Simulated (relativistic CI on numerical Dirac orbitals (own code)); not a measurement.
## Er LVI: q coefficients and field-shift factors

Calculated at this level of theory: Dirac-Coulomb-Breit CI, orbitals from a KLI potential per configuration, derivatives by finite differences, unscaled Slater integrals, QED left out (own radial code, finite nucleus).

Configurations in the expansion (outside the closed core [Ne]): 3s2 3p, 3s2 3d, 3s 3p2, 3p3, 3s 3p 3d, 3p 3d2, 3s 3d2, 3p2 3d. Levels of other configurations are missing.

With x = (α/α₀)² − 1 an excitation energy changes as ω = ω₀ + qx; K = 2q/ω₀ is the relative enhancement. Terms are leading LS components, so labels can repeat. The field-shift factor is F = δν/δ⟨r²⟩ for the transition from the lowest level.

Lowest level 3s2 3p 2P°_1/2.

```tsv
Level	ω₀ (cm⁻¹)	q (cm⁻¹)	K	F (GHz/fm²)
3s 3p2 4P_1/2	1207610	268300	0.444	-4080
3s2 3p 2P°_3/2	1961170	2.318e+06	2.36	-257
3s 3p2 4P_3/2	2950744	2.544e+06	1.72	-4240
3s 3p2 2D_5/2	3082372	2.557e+06	1.66	-4190
3s 3p2 2D_3/2	3240166	2.533e+06	1.56	-3570
3s 3p2 2P_1/2	3319659	2.556e+06	1.54	-4330
3s2 3d 2D_3/2	3669034	2.446e+06	1.33	-1030
3s2 3d 2D_5/2	4044536	2.881e+06	1.42	-390
3p3 2P°_3/2	4428875	2.725e+06	1.23	-6670
3s 3p 3d 4F°_3/2	4527010	2.667e+06	1.18	-5320
3s 3p 3d 4F°_5/2	4616013	2.634e+06	1.14	-4280
3s 3p 3d 4D°_1/2	4811249	2.663e+06	1.11	-4260
3s 3p 3d 4D°_3/2	4850803	2.71e+06	1.12	-4560
3s 3p2 4P_5/2	5012036	4.818e+06	1.92	-4430
3s 3p 3d 4P°_5/2	5063507	3.076e+06	1.21	-4250
3s 3p 3d 4F°_7/2	5161565	3.115e+06	1.21	-4260
3s 3p 3d 2F°_5/2	5241183	3.113e+06	1.19	-4310
3s 3p2 2S_1/2	5282201	4.863e+06	1.84	-4510
3s 3p 3d 2D°_3/2	5284146	3.122e+06	1.18	-4670
3s 3p2 2P_3/2	5334203	4.869e+06	1.83	-4540
3p2 3d 2D_3/2	5987939	2.87e+06	0.959	-8310
3p3 2D°_5/2	6344788	5.034e+06	1.59	-7270
3p3 4S°_3/2	6386028	5.064e+06	1.59	-8260
```

At this charge energies of transitions that change n are usually good to better than 1 %, and those within a shell (Δn = 0) to a few per cent.
